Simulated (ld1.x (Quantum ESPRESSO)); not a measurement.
# zirconium (Zr): variants of one RRKJ potential

Base potential:

ld1.x (Quantum ESPRESSO) 7.5 input, shortened:

```
&input
   title='Zr', zed=40., rel=1, dft='PZ', iswitch=3,
   config='[Kr] 4d2 5s0 5p0'
 /
 &inputp
   pseudotype=2, tm=.false., rho0=0.01, lloc=2,
   nlcc=.true., new_core_ps=.true.
 /
3
4S  1  0   2.00   0.00  1.40  1.40  0.0
4P  2  1   6.00   0.00  2.35  2.35  0.0
4D  3  2   2.00   0.00  2.80  2.80  0.0
 &test
   configts(1)='4s2 4p6 4d2 5s0 5p0'
 /
```

Cutoffs, loose and tight: the cutoffs (Ry, on a coarse ladder) from which the occupation-weighted sum of valence levels, in a spherical-Bessel basis at the reference potential, stays within 10 and 1 mRy of its value at 400 Ry. They do not see the model core or the augmentation charge, which bear on the density cutoff. Test errors are all-electron minus pseudo excitation energies from the reference, over the configurations 4s2 4p6 4d2 5s2 5p0; 4s2 4p6 4d2 5s1 5p0; 4s2 4p6 4d1 5s0 5p0; 4s2 4p6 4d1 5s2 5p1; 4s1 4p6 4d2 5s2 5p0; 4s2 4p6 4d2 5s1 5p1; 4s2 4p6 4d3 5s0 5p0 (two spin-polarised tests are not counted in the largest error). A dash means not determined; rows that change the core or the reference have their own tests.

The default core radius of the base comes out at 0.80 bohr.

```tsv
change	outcome	cutoff, loose	cutoff, tight	bound ghosts	largest test error (meV)
base	generated	70 Ry	90 Ry	none	-80
type TM semilocal; local potential the s channel; rho0 0	generated	70 Ry	120 Ry	none	+427
core correction Bessel-smoothed model core inside 1.06 bohr	generated	70 Ry	90 Ry	none	-80
functional Wu–Cohen	generated	70 Ry	90 Ry	none	-88
wave 4s (bound): rc 1.40 bohr becomes 4s (bound): rc 1.80 bohr	generated	40 Ry	45 Ry	none	+157
core [Kr], valence charge 4; reference 4d2 5s2 5p0; waves now 5s (bound): rc 3.30 bohr; 5p (bound): rc 3.35 bohr; 4d (bound): rc 2.15 bohr; local potential all-electron potential smoothed inside 2.95 bohr (lloc = -1)	generated	25 Ry	30 Ry	none	-281
```

**Question.** What comes out with this change to the base: wave 4p (bound): rc 2.35 bohr becomes 4p (bound): rc 2.90 bohr?

**Answer.** outcome: generated; cutoff, loose: 70 Ry; cutoff, tight: 90 Ry; bound ghosts: none; largest test error (meV): -244.

**Question.** What comes out with this change to the base: local potential all-electron potential smoothed inside 1.20 bohr (lloc = -1)?

**Answer.** outcome: generated; cutoff, loose: 70 Ry; cutoff, tight: 90 Ry; bound ghosts: none; largest test error (meV): +1982.

**Question.** What comes out with this change to the base: wave 4d (bound): rc 2.80 bohr becomes 4d (bound): rc 3.02 bohr?

**Answer.** outcome: generated; cutoff, loose: 70 Ry; cutoff, tight: 90 Ry; bound ghosts: none; largest test error (meV): +328.
